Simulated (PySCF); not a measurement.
Bond curve of MgPb

Set-up: PySCF, scalar-relativistic core potentials, basis sets Mg def2-SVPD, Pb def2-SVPD with ECP60. Energies in eV from Mg + Pb in their ground configurations at the same level. All curves are PBE0. state 1: ³Σ⁻ (triplet), unpaired electrons π ↑↑; state 2: Ms = 0 determinant of mixed spin (⟨S²⟩ near 1.0), unpaired electrons π ↑↓, a mixture of terms (⟨Lz²⟩ = 2.0), a second solution, started from another occupation; state 3: ³Π (triplet), unpaired electrons σ ↑, π ↑, a second solution, started from another occupation; state 4: Ms = 0 determinant of mixed spin (⟨S²⟩ near 1.0), unpaired electrons σ ↓, π ↑, a second solution, started from another occupation.

| R (Å) | state 1 | state 2 | state 3 | state 4 |
| --- | --- | --- | --- | --- |
| 2.440 | -0.4491 | -0.1807 | 0.6148 | 0.6956 |
| 2.553 | -0.6820 | -0.4122 | 0.2160 | 0.3015 |
| 2.667 | -0.8061 | -0.5338 | -0.0491 | 0.0432 |
| 2.752 | -0.8483 | -0.5737 | -0.1827 | -0.0839 |
| 2.837 | -0.8591 | -0.5819 | -0.2738 | -0.1674 |
| 2.922 | -0.8469 | -0.5672 | -0.3320 | -0.2170 |
| 3.036 | -0.8059 | -0.5230 | -0.3716 | -0.2434 |
| 3.177 | -0.7310 | -0.4448 | -0.3791 | -0.2323 |
| 3.348 | -0.6263 | -0.3371 | -0.3519 | -0.1810 |
| 3.575 | -0.4872 | -0.1953 | -0.2901 | -0.0868 |

Task: Put a parabola through the three lowest points of the state 1 curve and estimate Re, k and ωe (reduced mass 21.5 u; 1 eV/Å² = 0.16022 mdyn/Å; ωe = 1302.8·√(k/μ) cm⁻¹).

Result: Through R = 2.752, 2.837, 2.922 Å the second-order coefficient is 1.59 eV/Å², so Re ≈ 2.834 Å, k ≈ 0.510 mdyn/Å and ωe ≈ 201 cm⁻¹. A polynomial fit of higher order to the unrounded PBE0 energies gives Re = 2.830 Å, k = 0.520 mdyn/Å, ωe = 203 cm⁻¹; anharmonicity and rounding make the difference.

The higher-order fit for each curve: state 1: Re = 2.830 Å, ωe = 203 cm⁻¹, De = 0.86 eV; state 2: Re = 2.821 Å, ωe = 206 cm⁻¹, minimum 0.58 eV below the ground-state fragments; state 3: Re = 3.133 Å, ωe = 144 cm⁻¹, minimum 0.381 eV below the ground-state fragments; state 4: Re = 3.066 Å, ωe = 168 cm⁻¹, minimum 0.244 eV below the ground-state fragments.

Closed-shell solutions of metal pairs were not tested for spin polarisation, which can lower them a little. Spin–orbit coupling is left out, which matters for elements this heavy, above all for dissociation energies. The state is the lowest determinant that a PBE0 search found; another state may lie lower at other levels.
